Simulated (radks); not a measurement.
Results of a calculation; reference values are marked as such.
Problem. Coherent X-ray form factor from a spherical all-electron density. Code: a radial shooting solver on a logarithmic mesh with Libxc functionals. Model: Dirac Kohn-Sham, BLYP, spin-unpolarised, spherical densities, point nucleus.

sin(theta)/lambda (1/angstrom),f0 (electrons)
0.05,63.385
0.1,61.638
0.15,59.012
0.2,55.843
0.25,52.449
0.3,49.080
0.4,42.953
0.5,37.857
0.6,33.626
0.8,26.978
1,22.209
1.25,18.339
1.5,15.899
2,12.384

The species is in the configuration that NIST lists as its ground one. Which atom or ion scatters so?

Solution. The holmium ion Ho3+, [Xe] 4f10. Extrapolating in s^2 from the first two rows gives f0(0) = 64.0, near the electron count 64; among species with that count, the fall with angle is slower the higher Z, and the table is that of Z = 67; from so few rows the species is fixed only to a neighbour or two.
